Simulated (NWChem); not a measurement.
Lowest excitation of HBrPb

```
Pb
H 1 1.8606
Br 1 2.6349 2 93.56
```
Charge 0, spin multiplicity 1.

Everything below was run with NWChem. The geometry was optimised at PBE0/def2-SVP with def2 effective core potentials on Pb, a minimum by its harmonic frequencies.

Basis set: def2-SVPD.

Effective core potentials replace the inner electrons of Pb; spin-orbit coupling is left out. The structure started from a generated list of species.

Question: One of these methods gave a lowest vertical singlet excitation energy of 3.19 eV. Which?
A. CIS
B. TD-PBE
C. TD-PBE0

Answer: A, CIS. The others give 2.65 (TD-PBE0), 2.34 (TD-PBE).
